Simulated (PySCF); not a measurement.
TiF3, SMILES [F][Ti]([F])[F] (connectivity only; charge and spin as stated), neutral, multiplicity 2.

Geometry optimised at PBE0-D3(BJ)/def2-SVP. The multiplicity is an assumed one; other spin states were not compared. The isomer is the one that the SMILES or the coordinates give; other isomers of the formula were not compared.

These are PySCF 2.14.0 with TDA-CAM-B3LYP/def2-SVPD values and carry that method's errors.

Vertical excitations; the highest root listed may be one member of a degenerate set. Isolated molecule, no solvent.

Computed lowest excited states:
```tsv
state	energy (eV)	λ (nm)	f	main pairs
root 1	0.84	1482	0.000	α HOMO→LUMO+1 (degenerate set)
root 2	0.84	1482	0.000	α HOMO→LUMO (degenerate set)
root 3	2.63	471	0.002	α HOMO→LUMO+2 (degenerate set)
root 4	2.63	471	0.002	α HOMO→LUMO+3 (degenerate set)
root 5	5.66	219	0.000	α HOMO→LUMO+4 89 %
root 6	6.08	204	0.158	α HOMO→LUMO+5 95 %
root 7	7.44	167	0.010	α HOMO→LUMO+7 (degenerate set)
root 8	7.44	167	0.010	α HOMO→LUMO+6 (degenerate set)
root 9	7.50	165	0.000	α HOMO−1→LUMO+1, α HOMO−3→LUMO, α HOMO−2→LUMO+1 (degenerate set)
root 10	7.50	165	0.000	α HOMO−1→LUMO, α HOMO−2→LUMO, α HOMO−3→LUMO+1 (degenerate set)
```
Unrestricted roots are not spin-pure.
